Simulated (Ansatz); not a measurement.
C₂H₈O₂Si₂, SMILES `C=C[Si](O)(O)[SiH3]`. Total charge 0; spin multiplicity 1.

Cartesian coordinates in Å:
```
C 1.673 1.446 1.070
C 0.457 1.329 0.539
Si -0.388 -0.300 0.282
O 0.602 -1.394 1.022
O -1.909 -0.292 0.921
Si -0.731 -0.835 -1.975
H 2.233 0.572 1.391
H 2.154 2.410 1.208
H -0.062 2.235 0.228
H 0.376 -2.321 0.933
H -1.999 0.030 1.821
H -1.377 -2.172 -2.106
H -1.601 0.173 -2.641
H 0.571 -0.881 -2.694
```

Task: Give the diagnostics of a CCSD(T)/def2-TZVPP run (frozen core, Ansatz). (An estimate is asked.)

Result: The calculation gave: T1 = 0.0126, largest single amplitude 0.015, largest double 0.040, (T) share of the correlation energy 3.8 %, 9 CCSD cycles. The RHF solution is stable towards an unrestricted one. T1 lies under the customary mark of 0.02 for closed shells.
